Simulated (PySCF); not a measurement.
Identify the compound

Molecular formula: C$_{6}$H$_{10}$ClFO. Simulated spectra:

1H NMR (300 MHz, computed): δ 4.68 (m, 1H), 1.45 (s, 3H), 1.30 (m, 3H), 1.24 (s, 3H).

13C{1H} NMR (computed): δ 178.9, 93.5, 58.5, 27.5, 19.3, 17.3.

Method: geometry from PBE0-D3(BJ)/def2-SVP, GIAO KT2/pcSseg-1 shieldings, in PySCF 2.14.0 with density-fitted response routines (gas phase, non-relativistic Hamiltonian, fast rotation and ring inversion assumed for equivalent nuclei, a single conformation).

Chemical shifts δ = σref − σ; TMS for 1H (31.18 ppm), 13C (183.22 ppm), all at this level.

Problem. Propose a structure and justify it.

Solution. 
- The formula gives 1 degree of unsaturation (no ring in the answer).
- 6 carbon signals for 6 carbons: no two carbons are equivalent.
- Carbon types of the structure: 2 × C, 1 × CH, 3 × CH3, which accounts for all hydrogens.
- δC 178.9: carbonyl carbon.
- δC 93.5: sp3 CH bonded to F; deshielded by the electronegative neighbour.
- δC 58.5: quaternary sp3 carbon α to a carbonyl; the adjacent C=O deshields it moderately.
- δC 27.5, 19.3, 17.3: methyl carbon; aliphatic region, no heteroatom directly attached.
- δH 4.68: hydrogen on an sp3 CH bonded to F; its carbon carries F, which withdraws density.
- δH 1.45, 1.30, 1.24: hydrogen on a methyl carbon.

These data were computed for SMILES C[C@H](F)C(C)(C)C(=O)Cl.

The shifts were computed for this structure.

Carbons that carry Cl, above all several Cl atoms, come out too deshielded, partly because spin–orbit coupling is missing. Splittings by 19F in the carbon and heteronuclear signals aren't shown, as no couplings were computed. Shifts are as computed. Against solution values, carbons near 30 ppm lie about +2 ppm off and those near 130 ppm about -5 ppm. Of 1313 compounds with measured shifts, 239 miss one by over three times the rms of a fit or turn the order of signals round; such compounds aren't used in these exercises. No couplings were computed; multiplicities are counted from neighbouring protons, with m where these are inequivalent, close in shift, in a saturated or five-membered ring or joined by F or P, and br s for small geminal =CH2 splittings.
